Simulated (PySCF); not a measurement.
# Worked example: dipole moment from atomic charges

C4H4, SMILES C(#C)C=C. Atoms are numbered in the order given.

```xyz
8

C      0.1746    -1.9279     0.0000
C     -0.1153    -0.7359     0.0000
C     -0.4906     0.6372     0.0000
C      0.3755     1.6773     0.0000
H      0.4399    -2.9757     0.0000
H     -1.5774     0.8410     0.0000
H      1.4646     1.5171     0.0000
H      0.0076     2.7142     0.0000
```

Geometry: PBE-D3(BJ)/def2-SVP.

Charges (e) from r2SCAN/def2-TZVPD (PySCF):

```json
[
 {"atom": "C1", "ESP fit": "-0.515", "IAO": "-0.241"},
 {"atom": "C2", "ESP fit": "0.150", "IAO": "-0.023"},
 {"atom": "C3", "ESP fit": "-0.101", "IAO": "-0.150"},
 {"atom": "C4", "ESP fit": "-0.408", "IAO": "-0.287"},
 {"atom": "H5", "ESP fit": "0.331", "IAO": "0.210"},
 {"atom": "H6", "ESP fit": "0.154", "IAO": "0.170"},
 {"atom": "H7", "ESP fit": "0.207", "IAO": "0.161"},
 {"atom": "H8", "ESP fit": "0.182", "IAO": "0.160"}
]
```

The dipole moment of the full density is 0.39 D.

### Question
What dipole moment does each set of point charges give, and which comes closer to that of the density?

### Answer

μ = Σ q r, and 1 e Å = 4.8032 D.
ESP fit: Σ q r = (-0.004, 0.086, 0.000) e Å, |μ| = 0.42 D.
IAO: Σ q r = (-0.012, 0.101, 0.000) e Å, |μ| = 0.49 D.
ESP fit comes closer in size. Point charges leave out the atoms' own dipoles (lone pairs, polarised bonds); fits to the potential absorb them, partitions of the density don't.
